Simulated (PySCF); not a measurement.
A GIAO shielding run with PySCF 2.14 (density fitting, non-relativistic, gas phase) on SMILES C/N=C/[C@@H]1C[Si@@H](CF)N1, C5H11FN2Si:

```
$ OMP_NUM_THREADS=1 python probes_run.py task.json out

{"job": {"kind": "nmr", "xc": "PBE0", "basis": "pcSseg-1"}, "charge": 0, "multiplicity": 1}
C     -3.049886     0.719105    -1.444035
N     -1.744058     0.215003    -1.162739
C     -1.564636    -0.645626    -0.268928
C     -0.202900    -1.149917     0.055801
C      0.316022    -0.531456     1.369671
Si     1.433674     0.563356     0.270868
C      3.338913     0.465229     0.406960
F      3.806953     1.557370     1.110457
N      0.847695    -0.639773    -0.816403
H     -3.837307     0.277202    -0.817766
H     -3.032762     1.799859    -1.299022
H     -3.270461     0.528313    -2.494976
H     -2.380587    -1.063905     0.342983
H     -0.218572    -2.247080     0.059693
H     -0.455616    -0.031064     1.944943
H      0.804004    -1.262836     2.006112
H      1.039995     1.973905     0.220561
H      3.701100    -0.418898     0.934575
H      3.819425     0.505533    -0.571939
H      0.643856    -0.603641    -1.802571
```

Hardware: 1 thread of an Intel Xeon, shared host. The job also computes population analyses, field gradients, ring-centre shieldings.

(1) How large is the calculation?

(2) How long does it take, and how much memory does it need?

## Answers

(1) 78 electrons, 215 basis functions and 1127 auxiliary functions.

(2) 2.8 min of wall time, with 14 SCF cycles and 5 response iterations; peak memory 1 GiB. Times on a shared host scatter by some tens of per cent.
